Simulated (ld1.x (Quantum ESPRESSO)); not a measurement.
**phosphorus, TM: configuration errors across variants**

P (Z = 15), norm-conserving Troullier–Martins (Kleinman–Bylander form), made with ld1.x (Quantum ESPRESSO) 7.5 (BLYP, scalar-relativistic). Core [Ne], reference 3s2 3p2 (charge +1). Waves: 3p (bound): rc 1.80 bohr; 3d channel at 0.4 Ry: rc 1.90 bohr; 3s (bound): rc 1.35 bohr. Local part: the s channel. Core correction: a·sin(br)/r model core, default radius (core density twice the valence density).

All-electron excitation energies from the reference (eV): (1) 3s2 3p3 -9.576; (2) 3s2 3p1 19.012; (3) 3s2 3p0 48.682; (4) 3s2 3p3.3 -10.839; (5) 3s0 3p5 7.680; (6) 3s2 3p2.5 -5.878; (7) 3s1 3p4 -1.021.

The default core radius of the base comes out at 0.99 bohr.

2 further variants failed, have other tests or another functional or relativity, and are left out.

A true bound ghost makes a file unfit for plane-wave use even where its test errors are small: the radial tests pick states by their node count and pass the ghost by.

Errors AE − PS in meV (a dash: test not solved or not reliable):

```csv
change,(1),(2),(3),(4),(5),(6),(7),bound ghosts
base,+4.6,+9.0,+53,+6.2,-5.1,+1.7,+0.6,none
wave 3d channel at 0.4 Ry: rc 1.90 bohr becomes 3d channel at 0.4 Ry: rc 1.80 bohr,+4.6,+9.0,+53,+6.2,-5.1,+1.7,+0.6,none
wave 3s (bound): rc 1.35 bohr becomes 3s (bound): rc 1.40 bohr,+4.4,+8.6,+51,+6.0,-3.9,+1.6,+0.9,none
wave 3d channel at 0.4 Ry: rc 1.90 bohr becomes 3d channel at 7.28 Ry: rc 1.90 bohr,+4.6,+9.0,+53,+6.2,-5.1,+1.7,+0.6,d
wave 3p (bound): rc 1.80 bohr becomes 3p (bound): rc 2.64 bohr,+4.0,+4.7,+20,+5.6,+4.7,+1.4,+1.5,none
local potential all-electron potential smoothed inside 1.90 bohr (lloc = -1),+4.7,+9.9,+60,+6.4,-5.1,+1.7,+0.5,none
"all radii but the core radius scaled by about 1.20 (s 1.62, p 2.16, d 2.28 bohr)",+4.5,+7.8,+43,+6.2,-0.9,+1.6,+1.4,none
```

Give the same row for: core correction a·sin(br)/r model core inside 1.38 bohr.

+5.3, +12, +82, +7.2, +3.5, +2.0, +2.8; bound ghosts: none.
